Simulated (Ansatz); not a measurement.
Two isomers of CH6BPSi: A = `PB1C[SiH2]1`, B = `C[SiH]1BP1`.

Isolated molecules relaxed with PBE0-D4/def2-TZVP in Ansatz; ΔE leaves out vibrations. CBS: MP2 limit from def2 TZ/QZ plus the TZ coupled-cluster correction, frozen cores. DFT in def2-TZVPP. B3LYP here is the variant with VWN-RPA as its local correlation; programs differ in this. Each species was taken in one conformer, which may not be the lowest.

Task: Which is lower in electronic energy at CCSD(T)/CBS, and by how much? (An estimate is asked.)

Result: Computed: B, by 64.9 kJ/mol.

Task: Give E(B) − E(A) in kJ/mol with CCSD(T)/def2-TZVPP, PBE-D4, MP2/def2-TZVPP, ωB97M-V, B3LYP-D4, LDA (SPW92), HF/def2-TZVPP. (Estimate.)

Result: Ansatz gave: CCSD(T)/def2-TZVPP -62.5, PBE-D4 -59.9, MP2/def2-TZVPP -65.1, ωB97M-V -58.5, B3LYP-D4 -56.0, LDA (SPW92) -54.1, HF/def2-TZVPP -54.2. None reverses the order clearly.

Task: Does the order hold for the free energy at 298.15 K (harmonic terms from PBE0-D4)? (Best estimate.)

Result: Ansatz gave: Yes: G(B) − G(A) = -57.3 kJ/mol, for one conformer each.

Largest T1 diagnostic: 0.018.

At CCSD(T), def2-SVP lies +12.2 kJ/mol from the extrapolated value and def2-TZVPP +2.4 kJ/mol. In def2-TZVPP, CCSD(T) changes the Hartree–Fock value by −8.3 kJ/mol (the triples alone add −2.6 kJ/mol) and MP2 by −11.0 kJ/mol.
